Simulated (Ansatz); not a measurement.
C₄H₉OSn (SMILES CC(C)(C)[O][Sn+]), charge +1, singlet, geometry from GFN2-xTB (such geometries of metal compounds can be far from the true shape) (all electrons, no relativity); B3LYP/STO-3G (Ansatz, a program for electronic structure).

The Ansatz input:
Ansatz 0.2 input:
```yaml
crystal:
  periodic: [false, false, false]
  atoms:
    - {symbol: Sn, position_ang: [0.57860348, 0.99037821, 0.99602755]}
    - {symbol: O, position_ang: [-0.13951525, -0.23880407, -0.24016626]}
    - {symbol: C, position_ang: [-0.69301889, -1.18621963, -1.19298609]}
    - {symbol: C, position_ang: [0.35754660, -2.26620988, -1.41139384]}
    - {symbol: C, position_ang: [-1.96370062, -1.75208190, -0.57416742]}
    - {symbol: C, position_ang: [-0.98384300, -0.41492838, -2.47294697]}
    - {symbol: H, position_ang: [0.00267037, -3.01018296, -2.11844506]}
    - {symbol: H, position_ang: [0.57924891, -2.75285016, -0.46071701]}
    - {symbol: H, position_ang: [1.26974182, -1.81057548, -1.79876224]}
    - {symbol: H, position_ang: [-1.71926578, -2.24375716, 0.36831025]}
    - {symbol: H, position_ang: [-2.42869660, -2.47166480, -1.24150070]}
    - {symbol: H, position_ang: [-2.66452557, -0.93918319, -0.37975242]}
    - {symbol: H, position_ang: [-0.05851124, 0.02257598, -2.84991934]}
    - {symbol: H, position_ang: [-1.69426393, 0.38487527, -2.25993678]}
    - {symbol: H, position_ang: [-1.40235463, -1.07107684, -3.23035818]}
basis:
  gaussian:
    orbitals: STO-3G
hamiltonian:
  xc: b3lyp
total_charge: 1
```

The log (banner, timings and long lists left out):

```
Functional definition: B3LYP
850 factors; integrals over basis functions are off by at most 4.1e-5 eV
mean field evaluation 1: about -168576.7421 eV, gradient 3.5e1 eV
mean field evaluation 2: about -168467.7941 eV, gradient 1.7e2 eV
mean field evaluation 4: about -168583.0539 eV, gradient 5.2e0 eV
mean field evaluation 8: about -168583.0694 eV, gradient 4.0e-1 eV
mean field evaluation 16: about -168583.0699 eV, gradient 8.8e-6 eV
mean field -168583.06994724 eV, -6195.3135508521 hartree, gradient 8.8e-6 eV, S^2 0.000000; 0 other end points of the search recorded, 0 dependent functions left out
reference -168583.07018412 eV, -6195.3135595572 hartree; 45, 45 occupied and 16, 16 virtual orbitals, 850 factors
Total energy: -168583.07018412 eV, -6195.3135595572 hartree
```
